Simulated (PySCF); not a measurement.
Telling isomers of C₂H₁₂OSi₃ apart by NMR

[PySCF 2.14: structure optimised with GFN2-xTB; shielding tensors at PBE0/pcSseg-1 (GIAO); one conformer; rapidly exchanging positions averaged; non-relativistic Hamiltonian; in vacuum]

References, each an isolated molecule treated in the same way: $^{1}$H, $^{13}$C vs TMS. Where no couplings were computed, multiplicities follow the n + 1 count of equivalent neighbours, and m marks all less simple cases (inequivalent or close neighbours, rings, F or P nearby). Shifts are as computed. Against solution values, carbons near 30 ppm lie about +3 ppm off and those near 130 ppm about +5 ppm. Of 1313 compounds with measured shifts, 239 miss one by over three times the rms of a fit or turn the order of signals round; such compounds aren't used in these exercises. OH and NH positions are gas-phase values without hydrogen bonding to other molecules.

(1) Tabulate the signals of `C[SiH](C)O[SiH2][SiH3]`, `OCC([SiH3])([SiH3])[SiH3]` and their relative energies.

(2) What is the quickest way to tell C[SiH](C)O[SiH2][SiH3] from OCC([SiH3])([SiH3])[SiH3]?

## Answers

(1) 
```tsv
SMILES	carbon types	δC	δH	E rel. (kcal/mol)
C[SiH](C)O[SiH2][SiH3]	2×CH3	1.5	5.66 (q, 2H), 5.21 (sept, 1H), 3.45 (t, 3H), 0.17 (d, 6H)	0.0
OCC([SiH3])([SiH3])[SiH3]	1×C 1×CH2	71.2, 0.2	4.17 (s, 2H), 4.03 (s, 9H), 0.96 (br s, 1H)	69.3
```

Energies are electronic energies at PBE0/pcSseg-1 on these geometries, without zero-point or thermal terms, each for the one conformer computed, which needn't be the lowest.

(2) Count the carbon signals: 1 against 2. The first has a methyl carbon bonded to Si (CH3) at 1.5 ppm, the second an sp3 CH2 bonded to O at 71.2 ppm. In the proton spectra the most deshielded non-exchanging signals are 5.66 (q, 2H) and 4.17 (s, 2H).
